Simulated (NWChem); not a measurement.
Species: C₄H₆; SMILES C(CC)#C

All runs: NWChem. Pople sets run with spherical d functions. Coordinates come from a PBE0/def2-SVP optimisation. Computed dipoles belong to the equilibrium geometry; the measured one is vibrationally averaged.

Measured dipole moment: 0.78 D (NIST CCCBDB, as tabulated in the package chemicals).

```
level            dipole moment (D)  computed − measured
---------------  -----------------  -------------------
B3LYP/STO-3G                  0.61                -0.17
B3LYP/3-21G                    ___                  ___
B3LYP/6-31G*                  0.67                -0.11
B3LYP/def2-SVP                0.74                -0.04
B3LYP/def2-SVPD                ___                  ___
B3LYP/def2-TZVP               0.82                +0.04
```

Question: Some entries are withheld; supply them.

Answer: 
- B3LYP/3-21G, dipole moment (D): 0.71
- B3LYP/3-21G, computed − measured: -0.07
- B3LYP/def2-SVPD, dipole moment (D): 0.80
- B3LYP/def2-SVPD, computed − measured: +0.02
